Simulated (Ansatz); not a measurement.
SnSe₄. Total charge 0; singlet. Geometry PBE-D4/def2-SVP; atoms count from 1.

```csv
atom,x (Å),y (Å),z (Å)
Sn1,-0.2459,-1.1984,1.0608
Se2,-0.8919,1.5203,0.9176
Se3,-1.8005,0.2461,-0.7819
Se4,1.9412,0.3441,0.2484
Se5,0.9971,-0.9121,-1.4449
```

In the def2 sets Sn takes a core potential; there is no spin–orbit coupling. The restricted singlet is unstable towards broken spin symmetry at other levels; at PBE0-D4/def2-TZVP this wasn't settled. The geometry of the singlet was relaxed on an unsound state (restricted singlet, unstable towards broken spin symmetry at other levels and untested here). Another isomer (singlet) lies 0.36 eV lower at PBE0-D4/def2-TZVP; other spin states weren't run for this one.

(1) Estimate the Mulliken populations from the PBE0/def2-TZVP orbitals of Ansatz.

(2) And the Mayer bond orders between bonded heavy atoms (over 0.3)?

## Answers

(1) 
```json
{"atom": "Sn1", "charge (e)": "0.51"}
{"atom": "Se2", "charge (e)": "-0.13"}
{"atom": "Se3", "charge (e)": "-0.13"}
{"atom": "Se4", "charge (e)": "-0.13"}
{"atom": "Se5", "charge (e)": "-0.13"}
```
Mulliken values and Mayer orders depend strongly on the basis.

(2) Sn1–Se2 0.60 (2.80 Å); Sn1–Se3 0.58 (2.81 Å); Sn1–Se4 0.60 (2.80 Å); Sn1–Se5 0.57 (2.81 Å); Se2–Se3 1.33 (2.31 Å); Se4–Se5 1.33 (2.31 Å).
